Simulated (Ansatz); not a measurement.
Cartesian coordinates in Å:
```
C 1.424 0.431 0.205
Si -0.386 0.079 0.087
N -0.645 -1.371 -0.751
O -1.260 1.223 -0.692
Br -1.179 0.074 2.207
H 1.949 -0.385 0.707
H 1.602 1.344 0.777
H 1.846 0.555 -0.796
H -1.576 -1.636 -1.027
H -0.065 -2.175 -0.577
H -1.711 1.862 -0.138
```

Charge 0, multiplicity 1.

List the PBE0/def2-TZVPP orbital energies in eV (Ansatz). (An estimate is asked.)

The calculation gave: Occupied: -13149.56, -1803.76, -1704.46, -1535.00, -1534.96, -1534.95, -522.80, -391.03, -277.89, -238.29, -178.63, -178.48, -178.47, -145.88, -100.61, -100.55, -100.50, -72.13, -72.09, -72.08, -71.96, -71.96, -28.34, -24.08, -21.19, -19.78, -15.70, -14.10, -13.19, -12.16, -11.66, -11.21, -10.60, -9.95, -9.11, -8.43, -8.14, -7.68. Lowest empty: 0.66, 1.29, 1.51, 1.90, 2.43, 2.73, 3.06, 3.35.
